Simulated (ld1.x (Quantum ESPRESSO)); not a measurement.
## Building the PAW potential for mercury (BLYP, scalar-relativistic).

| Item | Value |
| --- | --- |
| Element | mercury |
| Generator | ld1.x (Quantum ESPRESSO) 7.5 |
| Type | PAW |
| Functional | BLYP |
| Relativity | scalar-relativistic |
| Frozen core | [Kr] 4d10 4f14 |
| Valence charge | 20 |
| Reference configuration | 5s2 5p6 5d10 6s1.5 6p0 (charge +0.5) |
| Partial waves | 5s (bound): rcut 1.15, rcutus 1.25 bohr; 6s (bound): rcut 1.15, rcutus 1.25 bohr; 5p (bound): rcut 1.75, rcutus 2.00 bohr; 6p (bound, empty): rcut 1.75, rcutus 2.00 bohr; 5d (bound): rcut 2.10, rcutus 2.40 bohr; 5d channel at 4.35 Ry: rcut 2.10, rcutus 2.40 bohr |
| Local potential | all-electron potential smoothed inside 0.95 bohr (lloc = -1) |
| Core correction | Bessel-smoothed model core, default radius (core density twice the valence density) |
| Augmentation charge | PSQ, inside the norm-conserving radii |

* Cutoffs needed: 35 Ry and 50 Ry (the cutoffs (Ry, on a coarse ladder) from which the occupation-weighted sum of valence levels, in a spherical-Bessel basis at the reference potential, stays within 10 and 1 mRy of its value at 400 Ry)
* Ghost test: ghost state, extra bound levels that the all-electron valence spectrum of the same l lacks: s at -116.7 eV; a true bound ghost makes a file unfit for plane-wave use (spherical-Bessel basis up to 400 Ry, 20 bohr box)
* Largest excitation error: -165 meV (all-electron minus pseudo) for 5s1 5p6 5d10 6s2 6p0, out of 7 test configurations
* Lowest eigenvalue of the overlap operator: 0.17 (s channel)
* Density cutoff estimated by the generator: 260 Ry
